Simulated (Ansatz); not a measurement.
trans-PtH2(PF3)2 (P₂PtH₂F₆). Charge 0, multiplicity 1. Geometry PBE-D4/def2-SVP.

Cartesian coordinates in Å:
```
F -0.865 3.135 -0.172
F -2.826 1.728 -0.361
F -1.343 1.949 -2.257
F 1.430 -1.850 2.262
F 2.800 -1.795 0.268
F 0.802 -3.155 0.291
P -1.266 1.682 -0.689
P 1.266 -1.683 0.687
Pt 0.001 -0.003 -0.009
H 1.226 0.774 -0.816
H -1.225 -0.781 0.796
```

In the def2 sets Pt takes a core potential; there is no spin–orbit coupling. LC-ωPBE has ω = 0.4 bohr⁻¹. No other spin state of charge 0 was run. Another isomer (singlet) lies 0.27 eV lower at PBE0-D4/def2-TZVP; other spin states weren't run for this one.

Q: Estimate the orbital energies around the gap (eV) in Ansatz with HF/def2-TZVP, PBE-D4/def2-TZVP, r2SCAN-D4/def2-TZVP, PBE0-D4/def2-SVP, LC-ωPBE/def2-TZVP.

A: 
```csv
orbital,HF/def2-TZVP,PBE-D4/def2-TZVP,r2SCAN-D4/def2-TZVP,PBE0-D4/def2-SVP,LC-ωPBE/def2-TZVP
HOMO−9,-18.91,-11.30,-11.87,-13.37,-16.37
HOMO−8,-18.91,-10.94,-11.52,-13.01,-16.00
HOMO−7,-18.10,-10.93,-11.52,-13.01,-16.00
HOMO−6,-15.67,-10.86,-11.28,-12.46,-15.36
HOMO−5,-14.45,-9.32,-9.70,-10.85,-13.51
HOMO−4,-14.04,-8.84,-9.18,-10.48,-13.05
HOMO−3,-13.45,-8.48,-8.77,-10.04,-12.59
HOMO−2,-12.84,-7.31,-7.62,-9.02,-11.69
HOMO−1,-11.68,-6.92,-7.21,-8.43,-11.01
HOMO,-10.59,-6.91,-7.20,-7.90,-10.61
LUMO,0.48,-3.27,-3.16,-2.35,-0.54
LUMO+1,2.92,-2.12,-1.86,-1.15,1.18
LUMO+2,3.55,-1.36,-1.11,-0.26,2.01
LUMO+3,3.71,-0.76,-0.43,0.36,2.62
LUMO+4,4.22,-0.68,-0.35,0.51,2.86
LUMO+5,4.30,0.32,0.87,1.69,3.07
```
